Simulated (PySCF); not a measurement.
## How methods differ on the excitation energy of V(2+)

V(2+) [Ar] 3d3 (4F) → V(2+) [Ar] 3d2 4s1 (4F), as a difference of total energies. Computed with PySCF 2.14 in ANO-RCC-VTZP (6s5p3d2f1g, 59 functions), with the spin-free X2C one-electron Hamiltonian (Gaussian nucleus). Correlated levels: valence: [Ar] frozen. The calculations carry no spin-orbit coupling.

```csv
method,excitation energy (cm⁻¹)
UHF,44422
MP2 (valence),46248
SCS-MP2 (valence),45030
CCSD (valence),46456
CCSD(T) (valence),46464
```

A first-order spin-orbit estimate (lowest level to lowest level, LS coupling) adds -0.007 eV.

The basis was made for the ground configuration and has no added diffuse functions, so the excitation energy can come out too high.
